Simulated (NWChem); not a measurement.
System: C$_{3}$H$_{6}$Si; SMILES C=C=C[SiH3]

Input file for NWChem:

```
start job
memory heap 200 mb stack 900 mb global 1100 mb
geometry units angstroms noautosym nocenter noautoz
  C      0.343141     2.381980     0.211455
  C     -0.200973     1.221577    -0.048934
  C     -0.723592     0.047024    -0.301561
  Si     0.204132    -1.555124    -0.009057
  H      0.913411     2.922927    -0.540521
  H      0.242011     2.849799     1.188296
  H     -1.740828     0.003952    -0.698440
  H     -0.528745    -2.417765     0.959141
  H      0.340698    -2.322819    -1.278175
  H      1.555367    -1.255254     0.528762
end
basis spherical
  * library 6-31g*
end
dft
  xc pbe0
  iterations 150
end
cosmo
  do_cosmo_smd true
  solvent acetntrl
end
task dft energy
```

All runs use the structure optimised with B3LYP/6-31G* (spherical d). Solvent: acetonitrile.

Level: PBE0/6-31G* with SMD (1 M gas to 1 M solution), gas-phase geometry. Reactions with the solvent are ignored.

Q: Give the results of this calculation. (PBE0/6-31G* (spherical d), SMD on the gas-phase geometry.) Quantities: solvation free energy (kcal/mol); cavity-dispersion-structure term (kcal/mol); dipole in solution (D).

A: The solvation free energy (kcal/mol) is -1.9. The cavity-dispersion-structure term (kcal/mol) is 0.5 and the dipole in solution (D) is 0.79.
